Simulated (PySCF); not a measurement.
# Diatomics of B with group 14

PBE0 with triple-zeta basis sets in PySCF, for the lowest determinant that a PBE0 search found; no spin–orbit coupling. De refers to high-spin ground-configuration atoms. A positive dipole means M(−)B(+).

```csv
M,basis,state (unpaired electrons),Re (Å),ωe (cm⁻¹),De (eV),μ (D)
C,def2-TZVPP,"quartet (σ ↑, π ↑↑)",1.479,1211,4.71,1.51
Ge,def2-TZVPP,"quartet (σ ↑, π ↑↑)",1.977,656,3.28,-0.78
Sn,x2c-TZVPPall,"quartet (σ ↑, π ↑↑)",2.175,562,2.79,-1.41
Pb,def2-TZVPP,"quartet (σ ↑, π ↑↑)",2.244,513,2.58,-1.89
```

Problem. The row for M = Si is missing. Estimate Re, ωe and De as the mean of the rows for C and Ge, and compare with the calculation.

Solution. The means are 1.728 Å, 934 cm⁻¹ and 4.00 eV. PBE0 in def2-TZVPP gives SiB as a quartet (σ ↑, π ↑↑) with Re = 1.904 Å, ωe = 772 cm⁻¹, De = 3.56 eV, so the estimate is off by -17.6 pm, +21 % and +0.44 eV.

The rows differ in basis set, which adds steps of its own.

Spin–orbit coupling is left out, which matters for elements this heavy, above all for dissociation energies. States were picked by a PBE0 search and need not be the measured ground states.
